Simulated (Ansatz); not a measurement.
`S[SiH](Cl)CCl` + `O[SiH3]` → `[SiH3]O[SiH](S)Cl` + `CCl`  (ligand exchange at the Si–C bond)

Gas-phase electronic energies from Ansatz, PBE0-D4/def2-TZVP geometries. CBS: MP2 limit from def2 TZ/QZ plus the TZ coupled-cluster correction, frozen cores. This one scheme is used for every species. DFT in def2-TZVPP. B3LYP here is the variant with VWN-RPA as its local correlation; programs differ in this. One conformer a species, not always the lowest.

```
             level  ΔE (kJ/mol)  difference from CCSD(T)/CBS
            PBE-D4       -112.4                         12.1
         r2SCAN-D4       -124.7                         -0.2
           PBE0-D4       -118.4                          6.1
          B3LYP-D4       -129.2                         -4.7
           ωB97X-V       -125.2                         -0.7
           ωB97M-V       -123.8                          0.7
            B2PLYP       -129.2                         -4.7
               PBE       -112.6                         11.9
            r2SCAN       -124.6                         -0.1
              PBE0       -118.3                          6.2
             B3LYP       -129.5                         -5.0
     HF/def2-TZVPP       -148.5                        -24.0
    MP2/def2-TZVPP       -124.2                          0.3
SCS-MP2/def2-TZVPP       -128.9                         -4.4
   CCSD/def2-TZVPP       -128.9                         -4.4
CCSD(T)/def2-TZVPP       -125.5                         -1.0
     HF/def2-QZVPP       -150.9                        -26.4
    MP2/def2-QZVPP       -124.4                          0.1
SCS-MP2/def2-QZVPP       -129.2                         -4.7
      HF/CBS(def2)       -151.2                        -26.7
     MP2/CBS(def2)       -123.2                          1.3
    CCSD/CBS(def2)       -127.9                         -3.4
       CCSD(T)/CBS       -124.5                            0
```

Largest T1 diagnostic among the species: 0.011.

In def2-TZVPP, CCSD(T) changes the Hartree–Fock value by +23.1 kJ/mol (the triples alone add +3.4 kJ/mol) and MP2 by +24.3 kJ/mol. From PBE to PBE0 (25 % exact exchange), in def2-TZVPP and without D4, ΔE moves by −5.7 kJ/mol.
